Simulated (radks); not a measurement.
Results of a calculation; reference values are marked as such.
Orbital eigenvalues (eV) of neutral magnesium, [Ne] 3s2, at several levels of relativity; Dirac values are averaged over j with weights 2j + 1. Spin-unpolarised spherical Kohn-Sham, PBEsol, point nucleus unless stated (finite: rms radius 3.057 fm), a radial shooting solver on a logarithmic mesh with Libxc functionals. A level marked "c x" has the speed of light scaled by that factor.

| shell | non-rel. | scalar-rel. | Dirac | Dirac, finite nucleus | change of magnitude, last against first (%) |
|---|---|---|---|---|---|
| 1s | -1254.2 | -1256.6 | -1256.6 | -1256.6 | +0.19 |
| 2s | -79.301 | -79.593 | -79.588 | -79.588 | +0.36 |
| 2p | -46.593 | -46.551 | -46.546 | -46.546 | -0.10 |
| 3s | -4.6727 | -4.6794 | -4.6793 | -4.6793 | +0.14 |
| 3p (empty) | -1.3127 | -1.3053 | -1.3053 | -1.3053 | -0.56 |
